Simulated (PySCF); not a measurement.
A structure optimised at PBE0-D3(BJ)/def2-SVP (Å):
```
C 
Al  1  1.9448
Cl  2  2.3317  1  109.26
Al  3  2.3106  2   90.80  1   109.81
Cl  4  2.3084  3   89.74  2    -0.53
H   1  1.1021  2  111.07  3  -114.35
H   1  1.1019  2  111.43  3   125.55
H   1  1.1018  2  111.34  3     5.13
H   2  1.5780  1  129.28  3  -132.33
H   4  1.5775  3  108.30  2  -109.50
H   4  1.5767  3  108.33  2   108.86
```
Z-matrix in Å and degrees, rows numbered from 1.

Charge 0, singlet.

Question: Read off the bonds between heavy atoms and their formal orders.

Answer: C1–Al2 (single); Al2–Cl3 (single); Cl3–Al4 (single); Al4–Cl5 (single); Al2–Cl5 (single). Hydrogens: H6, H7, H8 on C1; H9 on Al2; H10, H11 on Al4.

Question: Which species is it?

Answer: `[CH3][AlH-]1[Cl+][AlH2-][Cl+]1`, CH6Al2Cl2.

Question: Which rings does it hold (smallest set)?

Answer: Al2–Cl3–Al4–Cl5 (4 members, 0.01 Å rms from planarity).

Question: Classify the heavy atoms.

Answer: C1: methyl carbon; Al2: aluminium bonded to C, 2 Cl and H; Cl3/Cl5: chlorine bonded to 2 Al; Al4: aluminium bonded to 2 Cl and 2 H.

Question: What is the arrangement about C1?

Answer: It has 4 neighbours (Al2, H6, H7, H8) and is tetrahedral (angles from 107.3° to 111.4°).

Question: What is the arrangement about Al2?

Answer: It has 4 neighbours (C1, Cl3, Cl5, H9) and has angles from 88.6° to 129.3°.

The numbers are calculated, not measured.
